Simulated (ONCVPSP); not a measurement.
Cutoff test, iron (Fe), ONCV

Fe (Z = 26), optimised norm-conserving Vanderbilt (ONCV), made with ONCVPSP 4.0.1 (PBE, scalar-relativistic). Core [Ne], reference 3s2 3p6 3d6 4s2. Waves: 3s+4s: rc 1.15 bohr, ncon 4, nbas 8, qcut 12.1 1/bohr, 2 projectors; 3p: rc 1.15 bohr, ncon 5, nbas 10, qcut 13.7 1/bohr, 2 projectors, debl 3.1 Ha; 3d: rc 1.40 bohr, ncon 4, nbas 8, qcut 12.1 1/bohr, 2 projectors, debl 1.5 Ha. Local part: polynomial inside 1.15 bohr (lpopt 5, dvloc0 -1 Ha). Core correction: Teter function, fcfact 1.75, rcfact 1.1.

For each optimised wave give the share of its norm inside rc, the residual kinetic energy above qcut (Ha) and the cutoffs (Ha) for errors of 10, 1, 0.1 and 0.01 mHa per electron.

```csv
wave,norm inside rc,residual KE,10 mHa,1 mHa,0.1 mHa,0.01 mHa
3s,0.871,1.5e-07,36.9,47.5,56.1,62.6
4s,0.030,5.5e-08,24.3,38.9,50.2,58.9
3p,0.820,2.1e-07,24.4,47.2,66.5,78.3
p projector 2,0.032,3.6e-08,18.7,26.1,51.4,69.6
3d,0.739,4.3e-07,44.3,53.2,60.4,66.0
d projector 2,0.149,1.0e-06,44.0,54.1,62.0,67.8
```

The occupied waves need 53 Ha and 66 Ha for 1 and 0.1 mHa.
